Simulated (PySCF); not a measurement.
## `C=C[C@@H]1C=C(F)[C@@H]1Cl`, C₆H₆ClF

Molfile (atoms numbered from 1):
```
C6H6ClF
     RDKit          3D

 14 14  0  0  0  0  0  0  0  0999 V2000
    2.1629   -1.0521    0.1833 C   0  0  0  0  0  0  0  0  0  0  0  0
    0.8786   -0.8120    0.3695 C   0  0  0  0  0  0  0  0  0  0  0  0
    0.2034    0.4500   -0.0477 C   0  0  2  0  0  0  0  0  0  0  0  0
   -0.7898    1.0165    0.9525 C   0  0  0  0  0  0  0  0  0  0  0  0
   -1.8228    0.8164    0.1447 C   0  0  0  0  0  0  0  0  0  0  0  0
   -3.1297    1.0487    0.2318 F   0  0  0  0  0  0  0  0  0  0  0  0
   -1.0309    0.2801   -1.0036 C   0  0  2  0  0  0  0  0  0  0  0  0
   -1.4044   -1.3788   -1.5186 Cl  0  0  0  0  0  0  0  0  0  0  0  0
    2.8126   -0.3373   -0.2953 H   0  0  0  0  0  0  0  0  0  0  0  0
    2.6169   -1.9754    0.4979 H   0  0  0  0  0  0  0  0  0  0  0  0
    0.2406   -1.5399    0.8502 H   0  0  0  0  0  0  0  0  0  0  0  0
    0.9327    1.1704   -0.4236 H   0  0  0  0  0  0  0  0  0  0  0  0
   -0.6601    1.4153    1.9385 H   0  0  0  0  0  0  0  0  0  0  0  0
   -1.0107    0.8976   -1.9017 H   0  0  0  0  0  0  0  0  0  0  0  0
  1  2  2  0
  2  3  1  0
  3  4  1  0
  4  5  2  0
  5  6  1  0
  5  7  1  0
  7  8  1  0
  7  3  1  0
  1  9  1  0
  1 10  1  0
  2 11  1  0
  3 12  1  6
  4 13  1  0
  7 14  1  6
M  END
```

The calculation used PySCF 2.14.0, TDDFT PBE0/def2-SVPD circular dichroism and optical rotation, one conformer, gas phase. Geometry: GFN2-xTB.

The molecule is flexible and this is one conformer; a measurement averages over conformers. States above about 7.7 eV lie in this functional's continuum (it starts at minus the energy of the highest occupied orbital, well below the true ionisation energy for most functionals) and depend on the basis. Singlets 8 and 9 lie within 0.01 eV of each other, so their separate moments and overlaps can depend on how they mix.

**Question.** Draw the ECD and absorption spectra from the lowest 12 states, each a Gaussian of half-width 0.2 eV at 1/e height.

**Answer.** 
| E (eV) | λ (nm) | Δε (L mol⁻¹ cm⁻¹) | ε (L mol⁻¹ cm⁻¹) |
| --- | --- | --- | --- |
| 5.61 | 221 | 0.00 | 8.1 |
| 5.71 | 217 | -0.01 | 76.8 |
| 5.81 | 213 | -0.07 | 442 |
| 5.91 | 210 | -0.25 | 1540 |
| 6.01 | 206 | -0.53 | 3270 |
| 6.11 | 203 | -0.74 | 4250 |
| 6.21 | 200 | -1.01 | 3610 |
| 6.31 | 196 | -2.32 | 2850 |
| 6.41 | 193 | -5.96 | 3570 |
| 6.51 | 190 | -12.15 | 4880 |
| 6.61 | 188 | -18.11 | 5300 |
| 6.71 | 185 | -16.07 | 5290 |
| 6.81 | 182 | -0.24 | 5940 |
| 6.91 | 179 | +19.03 | 6590 |
| 7.01 | 177 | +28.18 | 6390 |
| 7.11 | 174 | +40.93 | 7040 |
| 7.21 | 172 | +80.15 | 10300 |
| 7.31 | 170 | +121.40 | 14400 |
| 7.41 | 167 | +108.96 | 17600 |
| 7.51 | 165 | +43.12 | 20400 |
| 7.61 | 163 | -22.73 | 21500 |

Δε uses R in velocity form, ε uses f in length form. Only the states computed contribute, so the short-wavelength end is incomplete.

The sign of the CD band at 203 nm isn't settled: the length form gives the opposite one.
